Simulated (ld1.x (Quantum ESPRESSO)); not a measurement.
Ranking TM semilocal potentials for Cd

All share these settings but for the change named:

```json
{
  "Element": "Cd (Z = 48)",
  "Generator": "ld1.x (Quantum ESPRESSO) 7.5",
  "Type": "norm-conserving Troullier–Martins (semilocal form)",
  "Functional": "PBE",
  "Relativity": "scalar-relativistic",
  "Frozen core": "[Ar] 3d10 4s2",
  "Valence charge": "18",
  "Reference configuration": "4p6 4d10 5s2 5p0",
  "Partial waves": "4p (bound): rc 1.00 bohr; 4d (bound): rc 1.65 bohr; 5s (bound): rc 1.70 bohr",
  "Local potential": "the s channel",
  "Core correction": "a·sin(br)/r model core inside 0.75 bohr"
}
```

Cutoff: the first of the cutoffs (Ry, on a coarse ladder) from which the occupation-weighted sum of valence levels, in a spherical-Bessel basis at the reference potential, stays within 10 and 1 mRy of its value at 400 Ry; the density cutoff is not measured.

The base gives 160 Ry.

Of 8 variants that were run, those that failed, showed a ghost or another fault, or gave nearly equal values are left out.

A variant can come out equal or close to the base.

(1) Rank these variants from softest to hardest (loose cutoff).
A. all radii but the core radius scaled by about 0.94 (s 1.60, p 0.94, d 1.54 bohr)
B. all radii but the core radius scaled by about 1.22 (s 2.08, p 1.22, d 2.02 bohr)
C. all radii but the core radius scaled by about 1.39 (s 2.36, p 1.40, d 2.30 bohr)
D. all radii but the core radius scaled by about 1.14 (s 1.94, p 1.14, d 1.90 bohr)

## Answers

(1) C (70 Ry), B (90 Ry), D (140 Ry), A (160 Ry).
